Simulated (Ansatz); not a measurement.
Geometry optimisation, Ansatz 0.2.0, RHF/def2-SVP.

The input (input.yaml):

```yaml
crystal:
  periodic: [false, false, false]
  atoms:
    - { symbol: O, position_ang: [-2.0608, -0.672, 0.2225] }
    - { symbol: Si, position_ang: [-0.4806, -0.9407, 0.0668] }
    - { symbol: C, position_ang: [0.5841, 0.575, 0.2823] }
    - { symbol: O, position_ang: [2.0878, 0.4524, 0.0352] }
    - { symbol: Cl, position_ang: [0.0304, 1.846, -0.8245] }
    - { symbol: H, position_ang: [-2.4917, -0.0571, -0.4904] }
    - { symbol: H, position_ang: [-0.2568, -1.516, -1.2819] }
    - { symbol: H, position_ang: [-0.0944, -1.9701, 1.0535] }
    - { symbol: H, position_ang: [0.5079, 0.9755, 1.3558] }
    - { symbol: H, position_ang: [2.2572, 1.2558, -0.4163] }
basis:
  gaussian: { orbitals: def2-SVP }
hamiltonian:
  xc: hf
relax:
  f_tol: 0.015
  max_steps: 40
```

Launched with:

```bash
$ ansatz run input.yaml --threads 1 --pin off --max-ram 2048MiB --backend cpu --events-out ev --progress --plain --runs-dir out
```

Problem. Where does it end, and by what steps?

Solution. The run converged. After 9 steps the energy has fallen by 0.984 eV; H10 moved furthest, 0.50 Å.

```
step  energy less start (eV)  largest force component (eV/Å)  accepted
   0                  0.0000                           4.069       yes
   1                 -0.6993                           2.262       yes
   2                 -0.8726                           1.308       yes
   3                 -0.9013                           0.831       yes
   4                 -0.9662                           0.519       yes
   5                 -0.9787                           0.223       yes
   6                 -0.9826                           0.068       yes
   7                 -0.9835                           0.033       yes
   8                 -0.9835                           0.083        no
   9                 -0.9837                           0.012       yes
```

```xyz
10
Properties=species:S:1:pos:R:3
O -2.026 -0.648 0.276
Si -0.440 -0.983 -0.002
C 0.584 0.616 0.197
O 1.889 0.362 -0.110
Cl -0.143 1.862 -0.953
H -2.473 -0.020 -0.271
H -0.193 -1.493 -1.364
H -0.012 -1.952 1.021
H 0.465 1.085 1.173
H 2.433 1.122 0.036
```

Run time: 24 s on 1 thread of Intel(R) Xeon(R) CPU @ 2.60GHz (Ice Lake) (shared host), peak memory 0.22 GiB.
